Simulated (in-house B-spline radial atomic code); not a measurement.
RPA and G0W0 for In III (In2+), [Kr] 4d10 5s1, highest spin, as one setting changes: the radius of a hard wall (bohr). Start: PBE. A dash marks a level of low quasi-particle weight. Computed with an all-electron radial atomic-structure program (B-spline basis): all electrons, scalar-relativistic (spin-free one-electron X2C), finite nucleus, each spin shell either full or empty, empty states to l = 9 with an (l + 1/2)⁻⁴ tail; G0W0 by contour deformation at full frequency.

RPA overbinds a lone outer s electron by self-correlation, and G0W0 tends to as well.

```tsv
radius of a hard wall (bohr)	mean-field level (eV)	G0W0 level (eV)	RPA correlation (Eh)
2	59.14	5s up 51.30	-3.7857
2.5	6.432	5s up -0.277	-3.7491
3	?	?	?
3.5	-18.930	5s up -24.509	-3.7294
4	-21.887	5s up -27.131	-3.7229
5	-23.722	5s up -28.574	-3.7153
6	-24.067	5s up -28.760	-3.7125
8	?	?	?
12	-24.135	5s up -28.764	-3.7102
```

Q: What belongs in the row for 3?

A: mean-field level (eV): -11.833; G0W0 level (eV): 5s up -17.880; RPA correlation (Eh): -3.7376.

Q: What belongs in the row for 8?

A: mean-field level (eV): -24.134; G0W0 level (eV): 5s up -28.766; RPA correlation (Eh): -3.7111.
